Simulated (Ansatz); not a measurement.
Geometry optimisation, UKS PBE/def2-SVP (Ansatz 0.2.0).

Input file:

```yaml
crystal:
  periodic: [false, false, false]
  atoms:
    - { symbol: B, position_ang: [0.00457, -0.440102, -0.555066] }
    - { symbol: H, position_ang: [0.013489, -0.113726, 1.812363] }
    - { symbol: Cl, position_ang: [1.533568, 0.241732, -1.036372] }
    - { symbol: Cl, position_ang: [-1.542533, 0.214297, -1.01685] }
    - { symbol: Si, position_ang: [0.00114, -0.000991, 3.287153] }
    - { symbol: H, position_ang: [-0.77896, -1.151706, 3.856297] }
    - { symbol: H, position_ang: [1.412509, -0.043862, 3.801014] }
    - { symbol: H, position_ang: [-0.643782, 1.294357, 3.69366] }
magnetization:
  spin_polarized: true
  initial_magnetization: 1
basis:
  gaussian: { orbitals: def2-SVP }
hamiltonian:
  xc: pbe
relax:
  f_tol: 0.03
  max_steps: 50
```

Run as:

```bash
$ ansatz run input.yaml --threads 4 --pin off --max-ram 5120MiB --backend cpu --events-out ev --progress --plain --runs-dir out
```

Question: Where does it end, and by what steps?

Answer: The run converged. The force dipped under the threshold on the way, but the program's further checks kept it going. After 17 steps the energy has fallen by 1.204 eV; H2 moved furthest, 1.56 Å. Parted: H2–Si5 (1.48 → 2.39 Å). Joined: B1–H2 (2.39 → 1.24 Å), B1–Si5 (3.87 → 2.16 Å).

| step | energy less start (eV) | largest force component (eV/Å) | accepted |
| --- | --- | --- | --- |
| 0 | 0.0000 | 0.572 | yes |
| 1 | -0.0082 | 0.176 | yes |
| 2 | -0.0063 | 0.171 | no |
| 3 | -0.0112 | 0.026 | yes |
| 4 | -0.0143 | 0.102 | yes |
| 5 | -0.0228 | 0.119 | yes |
| 6 | -0.0420 | 0.120 | yes |
| 7 | -0.0624 | 0.396 | yes |
| 8 | -0.1309 | 0.654 | yes |
| 9 | -0.1881 | 0.981 | yes |
| 10 | -0.2948 | 0.902 | yes |
| 11 | -0.5028 | 0.992 | yes |
| 12 | -0.7728 | 1.354 | yes |
| 13 | -1.0835 | 1.019 | yes |
| 14 | -1.1224 | 0.609 | yes |
| 15 | -1.1911 | 0.199 | yes |
| 16 | -1.2031 | 0.038 | yes |
| 17 | -1.2039 | 0.012 | yes |

```xyz
8
Properties=species:S:1:pos:R:3
B 0.031 -0.250 0.627
H 0.304 -1.402 0.979
Cl 1.383 0.702 -0.075
Cl -1.635 0.006 0.002
Si -0.015 0.174 2.741
H -1.056 -0.717 3.353
H 1.349 -0.137 3.284
H -0.361 1.625 2.931
```

Whether the end is a true minimum wasn't checked by a vibrational analysis.

Run time: 28 s on 4 threads of Arm Neoverse V1, on a shared host, peak memory 0.16 GiB.
